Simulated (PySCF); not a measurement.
**trans-1,2-dimethylcyclohexane: full NMR table**

| Item | Value |
| --- | --- |
| Formula | C8H16 |
| SMILES | C[C@@H]1CCCC[C@H]1C |
| InChI | InChI=1S/C8H16/c1-7-5-3-4-6-8(7)2/h7-8H,3-6H2,1-2H3/t7-,8-/m1/s1 |
| Point group of the computed structure | C2 |
| Degrees of unsaturation | 1 |
| Carbon signals | 4 |
| Proton signals | 6 |

Bonds (- single, = double, # triple, : aromatic): C1-C2, C2-C3, C3-C4, C4-C5, C5-C6, C6-C7, C7-C8, C7-C2. C1 carries H9, H10, H11; C2 carries H12; C3 carries H13, H14; C4 carries H15, H16; C5 carries H17, H18; C6 carries H19, H20; C7 carries H21; C8 carries H22, H23, H24. Stereochemistry as in C[C@@H]1CCCC[C@H]1C. H14, H16, H18, H19 are cis to C1 on the ring; H13, H15, H17, H20 are trans to C1 on the ring.

One conformer, in vacuum, averaged over atoms made equivalent by symmetry, fast rotation or ring inversion, non-relativistic. NMR shieldings at PBE0/pcSseg-1/GIAO; GFN2-xTB geometry; PySCF 2.14.0 with density-fitted response routines.

Scale: $^{1}$H and $^{13}$C vs TMS (reference shieldings calculated alike).

| carbon | δC, type | δH (multiplicity) | HMBC from (2–3 bonds) | span of the C tensor (ppm) |
| --- | --- | --- | --- | --- |
| C1/C8 | 22.8, CH3 | 0.97 (d) | H13/H19, H14/H20, H12/H21 | 37 |
| C2/C7 | 42.9, CH | 0.74 (m) | H16/H17, H13/H19, H15/H18, H9/H10/H11/H22/H23/H24, H14/H20, H12/H21 | 22 |
| C3/C6 | 39.7, CH2 | H13 1.63 (m); H14 0.93 (m) | H16/H17, H15/H18, H9/H10/H11/H22/H23/H24, H12/H21 | 21 |
| C4/C5 | 31.2, CH2 | H15 1.27 (m); H16 1.78 (m) | H16/H17, H13/H19, H15/H18, H14/H20, H12/H21 | 5 |

- Carbon types of the structure: 2 × CH, 4 × CH2, 2 × CH3, which accounts for all hydrogens.
- δC 42.9: sp3 CH in a ring; saturated and bonded to C and H only.
- δC 39.7, 31.2: sp3 CH2 in a ring; aliphatic region, no heteroatom directly attached.
- δC 22.8: methyl carbon; a saturated carbon with 1 carbon neighbour and no heteroatom attached.
- δH 1.78, 1.63, 1.27, 0.93: hydrogen on an sp3 CH2 in a ring; far from electronegative atoms and π systems.
- δH 0.74: hydrogen on an sp3 CH in a ring; far from electronegative atoms and π systems.

Shifts are as computed. Against solution values, carbons near 30 ppm lie about +3 ppm off and those near 130 ppm about +5 ppm. Of 1211 compounds with measured shifts, 218 miss one by over three times the rms of a fit or turn the order of signals round; such compounds aren't used in these exercises. Multiplicities follow the n + 1 count of equivalent neighbours, as no J values were calculated; m marks all less simple cases, F and P coupling included.
